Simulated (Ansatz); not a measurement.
Steps of a relaxation of C$_{2}$H$_{6}$ClGeN, SMILES `[CH3][GeH2][C](=N)Cl` with RKS PBE-D4/def2-SVP.

```sh
$ ansatz run in.yaml --threads 4 --pin off --events-out ev --progress --plain --max-ram 10444MiB
```

```yaml
crystal:
  periodic: [false, false, false]
  atoms:
    - {symbol: C, position_ang: [-1.317900, 0.151400, -0.830300]}
    - {symbol: Ge, position_ang: [0.321000, -0.677800, -0.442100]}
    - {symbol: C, position_ang: [1.254500, 0.370100, 0.844600]}
    - {symbol: N, position_ang: [0.861700, 0.605200, 2.014200]}
    - {symbol: Cl, position_ang: [2.866000, 1.009900, 0.432400]}
    - {symbol: H, position_ang: [-1.172100, 1.227200, -1.246500]}
    - {symbol: H, position_ang: [-1.943000, 0.278000, 0.089300]}
    - {symbol: H, position_ang: [-1.881900, -0.384200, -1.601200]}
    - {symbol: H, position_ang: [1.168200, -0.773700, -1.696800]}
    - {symbol: H, position_ang: [0.056100, -2.088000, 0.154700]}
    - {symbol: H, position_ang: [-0.147200, 0.225000, 2.302500]}
basis:
  gaussian: {orbitals: def2-SVP}
hamiltonian: {xc: pbe, dispersion: d4}
relax: {f_tol: 0.03, max_steps: 200}
```

Positions (Å) and forces (eV/Å) along the path, 12 of 22 steps:

```xyz
11
step=1 energy=-72669.8820 eV
C    -1.318    0.151   -0.830   -1.250    2.595   -0.279
Ge    0.321   -0.678   -0.442    0.557   -1.279   -0.714
C     1.254    0.370    0.845    0.478    0.256    0.818
N     0.862    0.605    2.014   -2.288   -0.187    1.855
Cl    2.866    1.010    0.432    0.033   -0.040   -0.266
H    -1.172    1.227   -1.246   -0.016   -1.344    0.524
H    -1.943    0.278    0.089    0.081   -0.178   -0.324
H    -1.882   -0.384   -1.601   -0.284   -0.331   -0.141
H     1.168   -0.774   -1.697    0.307   -0.168   -0.493
H     0.056   -2.088    0.155    0.087    0.029    0.072
H    -0.147    0.225    2.303    2.296    0.647   -1.052
11
step=2 energy=-72670.1795 eV
C    -1.332    0.190   -0.835   -0.490    1.015   -0.178
Ge    0.342   -0.699   -0.479    0.329   -0.826   -0.153
C     1.277    0.302    0.920   -0.210    1.029    0.623
N     0.811    0.666    2.049   -0.529   -0.724    0.150
Cl    2.817    1.068    0.421   -0.046   -0.196   -0.023
H    -1.152    1.222   -1.246   -0.017   -0.471    0.172
H    -1.942    0.314    0.086    0.095   -0.097   -0.058
H    -1.933   -0.360   -1.581   -0.019   -0.123   -0.028
H     1.199   -0.857   -1.755    0.038    0.044   -0.016
H     0.091   -2.097    0.150   -0.066   -0.056   -0.038
H    -0.112    0.194    2.292    0.914    0.404   -0.453
11
step=3 energy=-72670.2222 eV
C    -1.371    0.201   -0.855   -0.196   -0.227   -0.158
Ge    0.341   -0.687   -0.497    0.031    0.064   -0.014
C     1.245    0.401    0.914    0.357    0.145    1.426
N     0.862    0.627    2.125    0.097   -0.230   -1.424
Cl    2.895    1.002    0.490   -0.497   -0.136   -0.058
H    -1.203    1.199   -1.292    0.044    0.139   -0.071
H    -1.963    0.319    0.072    0.046   -0.012    0.071
H    -1.972   -0.404   -1.569    0.076    0.084    0.069
H     1.216   -0.844   -1.774   -0.055    0.091    0.136
H     0.098   -2.087    0.138    0.012    0.040    0.013
H    -0.082    0.217    2.269    0.086    0.042    0.010
11
step=4 energy=-72670.2601 eV
C    -1.363    0.200   -0.853   -0.133    0.015   -0.077
Ge    0.341   -0.695   -0.488    0.066   -0.088   -0.017
C     1.259    0.363    0.927    0.121    0.300    0.613
N     0.847    0.635    2.105    0.051   -0.157   -0.606
Cl    2.863    1.017    0.458   -0.243   -0.130    0.008
H    -1.188    1.205   -1.283    0.023    0.011   -0.009
H    -1.950    0.317    0.079    0.023   -0.009    0.023
H    -1.966   -0.392   -1.571    0.031    0.013    0.026
H     1.221   -0.831   -1.758   -0.022    0.038    0.062
H     0.092   -2.094    0.142   -0.013    0.004   -0.022
H    -0.090    0.219    2.263    0.098    0.003   -0.001
11
step=6 energy=-72670.2694 eV
C    -1.354    0.212   -0.867    0.000    0.003   -0.008
Ge    0.337   -0.709   -0.476   -0.024   -0.012   -0.005
C     1.251    0.364    0.935    0.044    0.049   -0.004
N     0.854    0.611    2.113   -0.059   -0.010    0.037
Cl    2.788    1.098    0.417    0.013   -0.017   -0.042
H    -1.148    1.193   -1.335   -0.011    0.008    0.002
H    -1.920    0.376    0.071    0.004    0.008   -0.004
H    -1.981   -0.389   -1.555    0.017   -0.006   -0.001
H     1.233   -0.848   -1.729    0.008    0.000    0.002
H     0.055   -2.104    0.150    0.001   -0.002    0.001
H    -0.050    0.140    2.297    0.008   -0.018    0.022
11
step=7 energy=-72670.2709 eV
C    -1.350    0.218   -0.877    0.004    0.001   -0.011
Ge    0.332   -0.713   -0.469   -0.022   -0.003   -0.006
C     1.245    0.366    0.938    0.026    0.010   -0.044
N     0.865    0.595    2.124   -0.041    0.013    0.070
Cl    2.752    1.139    0.393    0.052    0.012   -0.048
H    -1.135    1.193   -1.354   -0.006    0.012   -0.001
H    -1.916    0.397    0.058   -0.006    0.005    0.000
H    -1.979   -0.385   -1.561    0.010   -0.007   -0.001
H     1.236   -0.864   -1.715    0.006   -0.005    0.000
H     0.035   -2.102    0.162    0.001   -0.001    0.007
H    -0.021    0.101    2.322   -0.025   -0.037    0.034
11
step=9 energy=-72670.2741 eV
C    -1.346    0.244   -0.930    0.049    0.156    0.024
Ge    0.302   -0.717   -0.446    0.040   -0.066    0.045
C     1.231    0.370    0.950   -0.178    0.061    0.347
N     0.926    0.518    2.176   -0.099   -0.236   -0.221
Cl    2.606    1.318    0.308   -0.116   -0.056    0.058
H    -1.081    1.181   -1.467   -0.085   -0.137    0.083
H    -1.909    0.505   -0.007    0.071   -0.030   -0.133
H    -1.991   -0.381   -1.579    0.040    0.026    0.011
H     1.258   -0.925   -1.648   -0.059   -0.013    0.000
H    -0.045   -2.084    0.221    0.010    0.074   -0.021
H     0.114   -0.085    2.442    0.328    0.222   -0.194
11
step=13 energy=-72670.3081 eV
C    -1.304    0.295   -1.028   -0.088   -0.029   -0.025
Ge    0.226   -0.738   -0.363    0.096   -0.107   -0.087
C     1.200    0.366    0.973   -0.120    0.398    0.411
N     1.115    0.378    2.241    0.191    0.086   -0.502
Cl    2.185    1.669    0.174   -0.213   -0.371    0.211
H    -0.954    1.233   -1.496    0.043    0.041    0.001
H    -1.984    0.543   -0.189    0.025    0.004   -0.020
H    -1.873   -0.288   -1.783    0.078    0.017    0.068
H     1.203   -1.135   -1.503   -0.049    0.009    0.041
H    -0.249   -2.002    0.411   -0.013    0.005   -0.007
H     0.499   -0.378    2.585    0.051   -0.053   -0.092
11
step=16 energy=-72670.3413 eV
C    -1.282    0.319   -1.084   -0.001    0.001   -0.035
Ge    0.171   -0.751   -0.312   -0.015    0.013   -0.008
C     1.137    0.399    0.994    0.013    0.007    0.189
N     1.246    0.315    2.254   -0.009   -0.042   -0.209
Cl    1.896    1.805    0.158   -0.086   -0.142    0.141
H    -0.858    1.238   -1.535   -0.008   -0.032    0.033
H    -2.006    0.605   -0.295    0.028   -0.004   -0.024
H    -1.814   -0.256   -1.868    0.007    0.009    0.013
H     1.178   -1.222   -1.392   -0.020    0.001    0.018
H    -0.369   -1.969    0.498    0.014    0.027   -0.017
H     0.767   -0.540    2.602    0.076    0.162   -0.102
11
step=19 energy=-72670.3478 eV
C    -1.278    0.326   -1.119   -0.003   -0.010    0.001
Ge    0.134   -0.748   -0.284   -0.016    0.020    0.005
C     1.114    0.407    1.008    0.065   -0.024    0.101
N     1.335    0.279    2.249   -0.042    0.019   -0.081
Cl    1.761    1.863    0.193   -0.004    0.016   -0.019
H    -0.823    1.238   -1.551    0.002    0.000   -0.002
H    -2.028    0.624   -0.362   -0.001   -0.001   -0.002
H    -1.781   -0.247   -1.921   -0.003    0.002   -0.004
H     1.155   -1.261   -1.332    0.000   -0.002    0.007
H    -0.432   -1.939    0.542   -0.002   -0.001   -0.005
H     0.908   -0.597    2.597    0.004   -0.019    0.000
11
step=20 energy=-72670.3480 eV
C    -1.276    0.327   -1.125   -0.002    0.006    0.013
Ge    0.129   -0.745   -0.277    0.003   -0.015   -0.023
C     1.120    0.406    1.011   -0.006    0.023    0.091
N     1.349    0.274    2.249   -0.025   -0.004   -0.070
Cl    1.735    1.880    0.202    0.010   -0.008   -0.016
H    -0.818    1.238   -1.555    0.000    0.003   -0.004
H    -2.033    0.627   -0.375   -0.001    0.000   -0.002
H    -1.774   -0.247   -1.930    0.003   -0.003    0.000
H     1.146   -1.274   -1.321    0.005    0.005    0.001
H    -0.446   -1.933    0.547   -0.001    0.004    0.012
H     0.934   -0.609    2.594    0.014   -0.010   -0.002
11
step=22 energy=-72670.3482 eV
C    -1.277    0.327   -1.125    0.001   -0.001   -0.001
Ge    0.128   -0.744   -0.277    0.002    0.004    0.001
C     1.117    0.408    1.012   -0.010   -0.016   -0.009
N     1.348    0.271    2.249    0.001   -0.003    0.011
Cl    1.737    1.879    0.200    0.005    0.009   -0.001
H    -0.820    1.238   -1.557    0.001   -0.001   -0.001
H    -2.034    0.627   -0.376   -0.001   -0.001    0.000
H    -1.773   -0.249   -1.930   -0.002    0.001    0.000
H     1.149   -1.271   -1.318   -0.001    0.000    0.001
H    -0.446   -1.929    0.552    0.000    0.000    0.000
H     0.936   -0.614    2.591    0.004    0.007   -0.002
```

Run time 34 s (4 threads of an Arm Neoverse V2 on a shared host); peak host memory 0.18 GiB.
